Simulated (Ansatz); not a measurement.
```yaml
crystal:
  periodic: [false, false, false]
  atoms:
    - {symbol: B, position_ang: [-0.559627, 1.780874, -0.549654]}
    - {symbol: C, position_ang: [-1.220932, 1.028832, 0.563049]}
    - {symbol: Te, position_ang: [0.746765, 0.498155, 1.068758]}
    - {symbol: Si, position_ang: [1.008827, -1.742406, 0.120287]}
    - {symbol: H, position_ang: [0.019659, 2.582791, -0.903105]}
    - {symbol: H, position_ang: [-0.195613, 0.527117, -1.644509]}
    - {symbol: H, position_ang: [-1.605553, 2.050576, 1.296704]}
    - {symbol: H, position_ang: [-1.734981, 0.096417, 0.292811]}
    - {symbol: H, position_ang: [1.896192, -2.697142, 0.106883]}
    - {symbol: H, position_ang: [0.278452, -1.720929, -0.737393]}
    - {symbol: H, position_ang: [-0.138956, -2.627425, 0.978640]}
basis:
  gaussian: {orbitals: def2-mTZVP}
hamiltonian: {xc: {name: PBE-QIDH}}
relax: {f_tol: 0.001, max_steps: 1}
output: {forces: true}
```

```sh
$ ansatz run in.yaml --threads 4 --pin off --events-out ev --progress --plain --max-ram 10444MiB
```

It prints (some lines left out):

```
Functional definition: PBE-QIDH
1312 factors; integrals over basis functions are off by at most 7.1e-4 eV
mean field evaluation 1: about -16966.9392 eV, gradient 3.1e1 eV
mean field evaluation 2: about -16967.1562 eV, gradient 3.1e1 eV
mean field evaluation 4: about -16969.9906 eV, gradient 3.3e0 eV
mean field evaluation 8: about -16970.0352 eV, gradient 2.7e-1 eV
mean field evaluation 16: about -16970.0356 eV, gradient 1.9e-4 eV
mean field -16970.03562321 eV, -623.6373064496 hartree, gradient 5.9e-6 eV, S^2 0.000000; 0 other end points of the search recorded, 0 dependent functions left out
11 core orbitals not correlated: weight in the atoms' cores, before any rotation towards them, 1.000 or more for the frozen orbitals, at most 0.000 for the correlated occupied ones
reference -16970.03563783 eV, -623.6373069870 hartree; 17, 17 occupied and 89, 89 virtual orbitals, 1312 factors
second order -14.84441056 eV of doubles, -0.00000000 eV of singles
relax step   1: F+E_penalty+E_count = -16974.98376006 eV  Δ(F+E_penalty+E_count) = +0.000e0 eV  max|allowed force component| = 1.245e1 eV/Å  Δτ_max = 0.0000 Å  (45 SCF iters, accepted)
Error: geometry relaxation did not converge after 1 steps: max|allowed force component| = 1.24e1 eV/Å (threshold 1.0e-3). Raise `relax.max_steps` over both its present limit and 1, loosen `relax.f_tol`, or start from a geometry closer to equilibrium. Where this run's directory can be resumed (`checkpoint.write`), a resume goes on for up to `relax.max_steps` more
```

Task: Something in this input is off. What?

Result: The relaxation is allowed too few steps for its threshold. The calculation stopped without meeting its thresholds.
